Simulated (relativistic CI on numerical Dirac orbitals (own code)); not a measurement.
**S⁵⁺: calculation against measurement**

Computed by Dirac-Coulomb-Breit CI, KLI orbitals optimised for each configuration, a model potential for QED, valence Slater integrals scaled by 0.85, P86 correlation energy added to each configuration (own radial code, finite nucleus).

Configurations in the expansion (outside the closed core [Ne]): 3s, 3p, 3d, 4s, 4p, 4d, 4f, 5s, 5p, 5d, 5f, 5g, 6s, 6p, 6d. Levels of other configurations are missing.

| Configuration | Term (tabulated) | J | Measured (cm⁻¹) | Computed | Error | Purity (%) |
| --- | --- | --- | --- | --- | --- | --- |
| 3s | 2S | 1/2 | 0.0 | 0 | 0 | 100 |
| 3p | 2P° | 1/2 | 105873.6 | 105928 | 54 | 100 |
| 3p | 2P° | 3/2 | 107137.7 | 107164 | 26 | 100 |
| 3d | 2D | 3/2 | 247422.5 | 247242 | -180 | 100 |
| 3d | 2D | 5/2 | 247455.0 | 247255 | -200 | 100 |
| 4s | 2S | 1/2 | 362988.8 | 360584 | -2404 | 100 |
| 4p | 2P° | 1/2 | 401169.2 | 398986 | -2183 | 100 |
| 4p | 2P° | 3/2 | 401627.1 | 399430 | -2197 | 100 |
| 4d | 2D | 3/2 | 451796.8 | 449367 | -2429 | 100 |
| 4d | 2D | 5/2 | 451813.8 | 449372 | -2441 | 100 |
| 5s | 2S | 1/2 | 504102.4 | 501149 | -2954 | 100 |
| 5p | 2P° | 1/2 | 522029.1 | 519225 | -2804 | 100 |
| 5p | 2P° | 3/2 | 522249.5 | 519435 | -2815 | 100 |
| 5d | 2D | 3/2 | 546047.6 | 543139 | -2909 | 100 |
| 5d | 2D | 5/2 | 546058.6 | 543141 | -2917 | 100 |
| 6s | 2S | 1/2 | 573737.7 | 570769 | -2969 | 100 |
| 6p | 2P° | 1/2 | 583551.3 | 580692 | -2859 | 100 |
| 6p | 2P° | 3/2 | 583674.1 | 580809 | -2865 | 100 |
| 6d | 2D | 3/2 | 596853.0 | 593961 | -2892 | 100 |
| 6d | 2D | 5/2 | 596861.3 | 593963 | -2898 | 100 |

Measured levels from NIST levels in Podobedova, Kelleher and Wiese, J. Phys. Chem. Ref. Data 38, 171 (2009); pairs were made by configuration, J and term (by order where the table uses no LS term), so strongly mixed levels may be paired wrongly.

Mean error by configuration (cm⁻¹): 3p 40; 3d -190; 4s -2404; 4p -2190; 4d -2435; 5s -2954; 5p -2809; 5d -2913; 6s -2969; 6p -2862; 6d -2895. Over the excited levels the mean absolute error is 2158 cm⁻¹ (19 of the 19 excited levels that our extract of the source holds in range could be paired), and the median relative error of those above 1,000 cm⁻¹ is 0.53 %.
